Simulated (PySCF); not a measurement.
# Polarisability and C₆ of Sc (scandium, neutral)

[Ar] 3d1 4s2, 2D determinant. Calculation: PySCF 2.14, in aug-cc-pwCVTZ-DK (10s9p7d4f3g, 127 functions); scalar relativity by spin-free X2C-1e. Coupled (time-dependent) response in atomic units; α is the mean over directions.

```csv
method,mean α (bohr³),"α xx, yy, zz",C₆ (like pair),S(−4)
PBE0,128.2,"124.4, 124.4, 135.9",1621,8583
```

S(−4) is the Cauchy moment in α(ω) = α(0) + S(−4) ω² + …

Reference α: 97 ± 10 bohr³ (recommended; Schwerdtfeger and Nagle, table of static dipole polarizabilities (2023 update)). Published C₆: 1383 (Chu and Dalgarno (2004); Tang, Norbeck and Certain (1976)).

α(iu) at PBE0:

```
u (hartree)  α(iu) (bohr³)
          0          128.2
     0.0500          110.4
      0.100          79.18
      0.200          39.05
      0.300          22.48
      0.500          10.78
      0.750          6.120
       1.00          4.145
       1.50          2.379
       2.00          1.570
       3.00         0.8379
       5.00         0.3598
```

A single London oscillator, α(iu) = α/(1 + u²/ω²), gives C₆ = (3/4) ω α². Matching the computed C₆ needs ω = 4 × 1621 / (3 × 128.2²) = 0.132 hartree.

The components differ because the open shell of this determinant is not spherical; for a pure term their mean is the scalar polarisability.

⟨S²⟩ = 0.84 against 0.75 shows spin contamination.
